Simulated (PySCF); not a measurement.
NdSi: from constants to spectrum

PBE constants of NdSi, septet, about 3.9 electrons in the 4f shell (Mulliken), real f orbitals that mix terms (Nd x2c-SVPall, Si x2c-SVPall; spin-free X2C with a Gaussian nucleus (PySCF 2.14); masses 141.9077 and 27.9769 u):

* ωe: 243.9 cm⁻¹
* ωexe: 0.824 cm⁻¹
* Be: 0.089326 cm⁻¹
* αe: 0.000394 cm⁻¹
* De to Nd (4f4 6s2) + Si: 2.12 eV

Q: What force constant and bond length do these constants imply?

A: Reduced mass μred = 23.370 u; k = 5.8918×10⁻⁷·μred·ωe² (u, cm⁻¹, mdyn/Å) = 0.819 mdyn/Å; Re = √(16.8576/(μred·Be)) (u, cm⁻¹, Å) = 2.842 Å.

Q: Estimate the centrifugal constant D from the Kratzer relation and find the Dunham coefficient a1.

A: D = 4Be³/ωe² = 4.79e-08 cm⁻¹; a1 = −1 − αeωe/(6Be²) = -3.01.

Spin–orbit coupling is left out, which matters for elements this heavy, above all for dissociation energies. Counting both spins, an empty level lies below a filled one in this solution, because spin and occupation are held. The state is the lowest single determinant that the PBE0 search found; with open d or f shells the true ground state can be another one.
